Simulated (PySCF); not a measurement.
Basis and Hamiltonian dependence of the excitation energy of Ar⁺

Ar⁺ [Ne] 3s2 3p5 (2P) → Ar⁺ [Ne] 3s1 3p6 (2S). All values are computed (PySCF 2.14, energy differences of UHF-based or UKS calculations, no spin-orbit coupling). Values in eV.

```tsv
basis	Hamiltonian	functions	UHF	PBE	PBE0	MP2 (valence)	CCSD(T) (valence)	CCSD(T) (valence and next inner shell)
ANO-RCC-VTZP	spin-free X2C	34	18.782	14.658	15.693	15.961	13.821	13.830
aug-cc-pwCVDZ	non-relativistic	36	18.466	14.358	15.391	15.634	13.423	13.444
x2c-TZVPPall	spin-free X2C	42	18.784	14.654	15.691	15.947	13.758	13.777
dyall-av2z	non-relativistic	50	18.460	14.357	15.390	15.833	14.072	n/a
x2c-QZVPPall	spin-free X2C	70	18.784	14.658	15.692	15.906	13.580	13.625
aug-cc-pV(T+d)Z with one added diffuse shell each of s, p, d, f type	non-relativistic	71	18.538	14.407	15.443	15.704	13.287	n/a
def2-QZVPPD	non-relativistic	79	18.534	14.406	15.440	15.668	13.325	13.369
aug-cc-pVQZ-DK	spin-free X2C	84	18.783	14.657	15.692	15.937	13.717	n/a
x2c-QZVPPall with one added diffuse shell each of s, p, d, f type	spin-free X2C	86	18.785	14.659	15.693	15.905	13.495	13.542
aug-cc-pCVTZ-DK with one added diffuse shell each of s, p, d, f type	spin-free X2C	91	18.788	14.654	15.690	15.949	13.487	n/a
aug-cc-pV(Q+d)Z with one added diffuse shell each of s, p, d, f, g type	non-relativistic	114	18.536	14.406	15.442	15.665	n/a	n/a
aug-cc-pCVQZ-DK	spin-free X2C	134	18.786	14.653	15.689	15.897	n/a	n/a
```

Frozen in the all-electron rows: valence and next inner shell: 1s2; valence: [Ne].

Reference for a calculation without spin-orbit coupling: 13.421 eV (measured, between term centres; NIST).
